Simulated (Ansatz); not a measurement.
One arrangement of a pair

The pair of OH⁻ (SMILES [OH-], atoms 1–2) and H2Te (SMILES [TeH2], atoms 3–5), both closed shells, in one local arrangement (a lower one may exist), relaxed at PBE0-D4/def2-TZVPD:

```xyz
5
angstrom
O 0.0634 -0.2383 -1.6764
H 0.1652 0.6807 -1.9388
Te 0.5093 -0.2438 0.5782
H -1.1295 -0.0071 0.6687
H 0.3916 -0.1914 2.3684
```

Ansatz 0.2.0; basis: def2-TZVPPD, with def2-QZVPPD for the basis limit; cores frozen in the correlated methods. Filled d shells of the heavier atoms are correlated. Core potentials replace the inner electrons of the atoms past krypton. The def2 sets are not built for correlating such inner shells, so the correlated values are less sure here. B3LYP uses VWN-RPA correlation. Extrapolation: Hartree–Fock as exp(−7.88 √X), correlation as X^−2.97. Interaction energies count from these two fragments, frozen as in the pair, with the counterpoise correction; negative means bound.

(1) What is the interaction energy by CCSD(T) at an estimated basis limit (MP2 extrapolated from triple and quadruple zeta, plus CCSD(T) − MP2 in triple zeta)? (An estimate is asked for; the value comes from the calculation.)

(2) Which atoms make the shortest contact between the fragments?

No T1 diagnostic of these runs exceeds 0.027.

Results:

(1) By the calculation: -138.3 kJ/mol. Hartree–Fock alone gives -124.4 kJ/mol at the basis limit. It counts from the two fragments frozen as in the pair.

The same quantity by other methods in triple zeta, and each one's difference from that estimate:
```tsv
method	E_int (kJ/mol)	difference
PBE-D4	-147.1	-8.7
revPBE-D4	-143.1	-4.8
BLYP-D4	-133.9	4.5
r2SCAN-D4	-151.0	-12.7
B97M-V	-154.1	-15.8
PBE0-D4	-150.6	-12.2
B3LYP-D4	-139.3	-1.0
HSE06-D4	-151.1	-12.8
wB97X-V	-139.1	-0.8
wB97M-V	-138.4	0.0
B2PLYP	-128.5	9.9
HF	-121.4	17.0
MP2	-123.8	14.6
CCSD	-122.3	16.0
CCSD(T)	-124.9	13.5
```
Differences are method less estimate.

(2) O1 and Te3, 2.30 Å apart.

Energy to bend the free fragments (PBE0-D4 minima) into their shapes in the pair, CCSD(T)/def2-TZVPPD: OH⁻ 0.0 kJ/mol; H2Te 17.4 kJ/mol. This must be added to the interaction energy to get the binding energy from relaxed fragments.

Basis-set superposition shift (counterpoise-corrected less uncorrected): CCSD(T) 8.1; MP2 7.9; HF 0.3; PBE0-D4 1.0; wB97M-V 0.8 kJ/mol.

For scale, one of the runs: CCSD(T)/def2-TZVPPD, 150 basis functions, launched by `ansatz run in.yaml --threads 2 --pin off --events-out ev --progress --plain --max-ram 5222MiB`. Time: 31 s of wall clock on 2 CPU threads; the host was shared. Peak host memory: 1.1 GiB.
